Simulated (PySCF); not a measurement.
H4PSi, SMILES [SiH2]P, multiplicity 2. Atoms are numbered in the order given.

```xyz
6

Si    -1.1296     0.1117     0.0000
P      1.1000    -0.1364     0.0000
H     -1.6845    -0.5568     1.2128
H     -1.6845    -0.5568    -1.2128
H      1.3420     0.7976     1.0412
H      1.3420     0.7976    -1.0412
```
Charge 0, spin multiplicity 2.

The structure is a stationary point at PBE0-D3(BJ)/def2-TZVP. The isomer is the one that the SMILES or the coordinates give; other isomers of the formula were not compared.

Method: PySCF with r2SCAN/def2-TZVPD.

Mulliken values depend strongly on the basis, most of all with diffuse functions as here. ESP charges are fitted to the potential on shells at 1.4 to 2.0 van der Waals radii. Atomic charges (e):

```tsv
atom	meta-Löwdin	Mulliken	ESP fit	Mulliken spin
Si1	0.19	0.07	[?]	0.83
P2	-0.11	-0.28	[?]	0.10
H3	-0.07	-0.02	[?]	0.03
H4	-0.07	-0.02	[?]	0.03
H5	0.03	0.12	[?]	0.01
H6	0.03	0.12	[?]	0.01
```

Task: Fill in the missing entries. (Estimate from the structure and the level; the computed values follow.)

Result: 
- Si1, ESP fit: -0.08
- P2, ESP fit: -0.17
- H3, ESP fit: 0.03
- H4, ESP fit: 0.03
- H5, ESP fit: 0.10
- H6, ESP fit: 0.10
